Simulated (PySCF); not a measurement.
Species: sum formula HSiO₂Cl₂, charge 0, multiplicity 2. It need not be the lowest isomer of its formula. 
Geometry from a B3LYP-D3(BJ)/def2-TZVP (Ansatz) optimisation:
```
Si
O 1 1.6204
H 2 0.9626 1 118.08
O 1 1.6462 2 114.28 3 48.92
Cl 1 2.0253 2 105.77 3 174.56
Cl 1 2.0462 2 113.73 3 -62.58
```
Charge 0, spin multiplicity 2.

Dispersion corrections to the total energy (kcal/mol) from the dftd3 and dftd4 libraries through PySCF: D3(BJ) without and D4 with the three-body term, each with the damping fitted for the functional named.

```csv
functional,D3(BJ),D4
TPSS,-5.19,-6.29
PBE0,-3.60,…
CAM-B3LYP,…,-4.04
revPBE,-9.47,-12.79
B3LYP,-7.53,-7.65
B2GP-PLYP,-3.90,…
TPSSh,-4.85,-5.67
```

Question: Some entries are withheld; supply them.

Answer: 
- PBE0, D4: -3.93
- CAM-B3LYP, D3(BJ): -3.55
- B2GP-PLYP, D4: -1.97
